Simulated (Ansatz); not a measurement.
Cost and result for the atomization energy of C7H12O2, SMILES `CCC(=O)CC(=O)CC` (21 atoms, 20 bonds).

```xyz
21

C    -0.520    3.113   -0.866
C    -0.942    1.683   -1.116
C    -1.016    0.841    0.127
O    -0.848    1.280    1.237
C    -1.259   -0.645   -0.094
C     0.108   -1.308   -0.195
O     0.688   -1.367   -1.250
C     0.685   -1.814    1.097
C     2.113   -2.297    0.985
H     0.475    3.153   -0.420
H    -1.204    3.608   -0.175
H    -0.501    3.679   -1.799
H    -0.271    1.165   -1.813
H    -1.930    1.631   -1.592
H    -1.794   -0.819   -1.028
H    -1.818   -1.031    0.758
H     0.017   -2.609    1.453
H     0.573   -1.007    1.833
H     2.773   -1.490    0.660
H     2.198   -3.100    0.252
H     2.472   -2.667    1.947
```

Charge 0, multiplicity 1. The geometry is a stationary point of PBE0-D4/def2-TZVP. It is one conformer, not always the lowest. Program: Ansatz. All runs use 4 threads of an AMD EPYC 7R13 on a shared host and a share of an NVIDIA H100 80 GB. Times are those of one run each, without the atoms' runs, and a repeat can differ threefold. Electronic energies, without spin–orbit coupling; frozen cores. CCSD(T)/CBS adds CCSD(T) − MP2 in def2-TZVPP to the MP2 limit, and its time is that of the two runs behind it. T1 = 0.014. HSE06 is the plane-wave form, built on full-range PBE exchange.

CCSD(T)/CBS is a level of theory with its own doubt, some kJ/mol a heavy atom from the limit and from the frozen cores, so smaller differences don't rank the functionals.

```csv
level,functions,wall time
BLYP-D4/def2-TZVPP,447,4.5 s
LDA (SPW92)/def2-TZVPP,447,4.5 s
B97M-V/def2-TZVPP,447,4.5 s
revPBE-D4/def2-TZVPP,447,6 s
r2SCAN-D4/def2-TZVPP (with forces),447,6.5 s
HSE06-D4/def2-TZVPP,447,7 s
PBE-D4/def2-TZVPP (with forces),447,7 s
BHLYP-D4/def2-TZVPP,447,7.5 s
CCSD(T)/def2-SVP,186,8.5 s
MP2/def2-QZVPP,873,9.5 s
PBE-QIDH/def2-TZVPP,447,11 s
CCSD(T)/def2-TZVPP,447,42 s
CCSD(T)/CBS(def2),–,52 s
```

**Question.** What atomization energy does each give, and how far from CCSD(T)/CBS? (Best estimate.)

**Answer.** Ansatz gave: 
```
                             level  atomization (kJ/mol)  difference from CCSD(T)/CBS  per bond
                BLYP-D4/def2-TZVPP                8913.4                         17.9       0.9
            LDA (SPW92)/def2-TZVPP               10257.9                       1362.4      68.1
                 B97M-V/def2-TZVPP                8926.7                         31.2       1.6
              revPBE-D4/def2-TZVPP                8941.4                         45.9       2.3
r2SCAN-D4/def2-TZVPP (with forces)                8949.4                         53.9       2.7
               HSE06-D4/def2-TZVPP                8991.4                         95.9       4.8
   PBE-D4/def2-TZVPP (with forces)                9163.2                        267.7      13.4
               BHLYP-D4/def2-TZVPP                8631.3                       -264.2     -13.2
                  CCSD(T)/def2-SVP                8570.3                       -325.2     -16.3
                    MP2/def2-QZVPP                8980.1                         84.6       4.2
               PBE-QIDH/def2-TZVPP                8893.3                         -2.2      -0.1
                CCSD(T)/def2-TZVPP                8693.2                       -202.3     -10.1
                 CCSD(T)/CBS(def2)                8895.5                          0.0       0.0
```

At CCSD(T), def2-SVP lies −325.2 kJ/mol from the extrapolated value and def2-TZVPP −202.2 kJ/mol: correlation converges slowly with the basis, and small sets miss more of it in the bonded molecule than in its fragments. From r2SCAN to r2SCAN0 (25 % exact exchange), in def2-TZVPP and without D4, the atomization energy moves by −141.5 kJ/mol: exact exchange takes away binding that semilocal exchange gives to molecules. In def2-TZVPP, CCSD(T) changes the Hartree–Fock value by +2159.8 kJ/mol (the triples alone add +138.9 kJ/mol) and MP2 by +2328.0 kJ/mol; breaking electron pairs costs correlation energy, which Hartree–Fock lacks.
